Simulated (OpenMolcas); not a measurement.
A calculation on Eu²⁺.

| Property | Result |
| --- | --- |
| Program | OpenMolcas 26.06 |
| Method | CASSCF |
| Basis | ANO-RCC-VTZP [8s7p5d3f2g1h] |
| Scalar Hamiltonian | DKH2, point nucleus |
| Active space | 7 electrons in 7 orbitals (4f) |
| State averaging | 2S+1 = 8 odd, 1 root; 2S+1 = 6 odd, 48 roots; 2S+1 = 4 odd, 392 roots (278 in the spin-orbit step); 2S+1 = 2 odd, 397 roots kept (CI in the orbitals of an earlier block, 293 in the spin-orbit step) |
| Spin-orbit coupling | state interaction with AMFI integrals over the reference wave functions, term energies averaged over their components |

Task: Which level of the active space comes out lowest?

Result: 4f⁷ ⁸S°_7/2, with 98 % of that term; it is also the measured ground level.

Task: How high does 4f⁷ ⁶P°_7/2 lie?

Result: 35860 cm⁻¹ above the lowest level; measured 28200 cm⁻¹ above the ground level, so the calculation is off by +27 %.

Task: How high does 4f⁷ ⁶D°_7/2 lie?

Result: 44723 cm⁻¹ above the lowest level.

Task: How high does 4f⁷ ⁶P°_5/2 lie?

Result: 36254 cm⁻¹ above the lowest level.

Measured values: Martin, Zalubas and Hagan, Atomic Energy Levels: The Rare-Earth Elements, NSRDS-NBS 60 (1978).

High states are left out of the spin-orbit mixing, which shifts the levels that they would mix with. Without dynamic correlation excited terms often stand tens of per cent too high (terms of higher spin than the ground term too low), and those without a measured partner can miss by more than the paired ones. Measured partners are found by configuration, term and J. A level has none where our copy of the source lacks it or the pairing is in doubt (some pairs that miss far off the trend of their configuration count as doubtful), and it then counts in no deviation. Only configurations of the active space appear.

° marks odd parity.
